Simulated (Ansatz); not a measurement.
C5H11F2Ga (`CC(C)(C)[CH2][Ga]([F])[F]`). The species carries charge 0 and has multiplicity 1. All single points use the PBE0-D4/def2-TZVP geometry. It is one conformer, not always the lowest.

```xyz
19

C    -0.574    0.380    1.807
C    -0.276    0.081    0.337
C    -0.793    1.226   -0.528
C    -0.968   -1.218   -0.066
C     1.240   -0.058    0.171
Ga    1.843   -0.432   -1.645
F     3.523   -0.584   -2.107
F     0.821   -0.665   -3.050
H    -1.649    0.486    1.971
H    -0.213   -0.425    2.453
H    -0.092    1.308    2.125
H    -0.638    1.023   -1.593
H    -0.293    2.166   -0.278
H    -1.866    1.372   -0.378
H    -0.811   -1.442   -1.125
H    -0.598   -2.061    0.525
H    -2.047   -1.148    0.096
H     1.757    0.855    0.486
H     1.634   -0.864    0.800
```

Task: What is the dipole moment at ωB97M-V/def2-TZVPP? (An estimate is asked.)

Result: Ansatz gave: 3.91 D, with components (-1.70, 0.74, 3.44) D in this frame, pointing from negative to positive charge.

Task: And with PBE, r2SCAN, B3LYP? (Estimate.)

Result: The calculation gave: PBE 3.88 D, r2SCAN 3.95 D, B3LYP 4.01 D.

Task: Give the Mulliken charges with ωB97M-V, r2SCAN, B3LYP in def2-TZVPP. (Best estimate.)

Result: The calculation gave: 
```json
{"atom": "C1", "ωB97M-V": "-0.30", "r2SCAN": "-0.21", "B3LYP": "-0.28"}
{"atom": "C2", "ωB97M-V": "0.00", "r2SCAN": "0.42", "B3LYP": "0.28"}
{"atom": "C3", "ωB97M-V": "-0.33", "r2SCAN": "-0.25", "B3LYP": "-0.32"}
{"atom": "C4", "ωB97M-V": "-0.33", "r2SCAN": "-0.25", "B3LYP": "-0.32"}
{"atom": "C5", "ωB97M-V": "-0.41", "r2SCAN": "-0.35", "B3LYP": "-0.33"}
{"atom": "Ga6", "ωB97M-V": "0.81", "r2SCAN": "0.77", "B3LYP": "0.77"}
{"atom": "F7", "ωB97M-V": "-0.37", "r2SCAN": "-0.38", "B3LYP": "-0.38"}
{"atom": "F8", "ωB97M-V": "-0.39", "r2SCAN": "-0.39", "B3LYP": "-0.40"}
{"atom": "H9", "ωB97M-V": "0.11", "r2SCAN": "0.05", "B3LYP": "0.08"}
{"atom": "H10", "ωB97M-V": "0.11", "r2SCAN": "0.05", "B3LYP": "0.08"}
{"atom": "H11", "ωB97M-V": "0.11", "r2SCAN": "0.05", "B3LYP": "0.08"}
{"atom": "H12", "ωB97M-V": "0.12", "r2SCAN": "0.06", "B3LYP": "0.09"}
{"atom": "H13", "ωB97M-V": "0.12", "r2SCAN": "0.05", "B3LYP": "0.08"}
{"atom": "H14", "ωB97M-V": "0.11", "r2SCAN": "0.05", "B3LYP": "0.08"}
{"atom": "H15", "ωB97M-V": "0.12", "r2SCAN": "0.06", "B3LYP": "0.09"}
{"atom": "H16", "ωB97M-V": "0.11", "r2SCAN": "0.05", "B3LYP": "0.08"}
{"atom": "H17", "ωB97M-V": "0.11", "r2SCAN": "0.05", "B3LYP": "0.08"}
{"atom": "H18", "ωB97M-V": "0.14", "r2SCAN": "0.08", "B3LYP": "0.10"}
{"atom": "H19", "ωB97M-V": "0.14", "r2SCAN": "0.08", "B3LYP": "0.10"}
```

B3LYP here is the variant with VWN-RPA as its local correlation; programs differ in this.
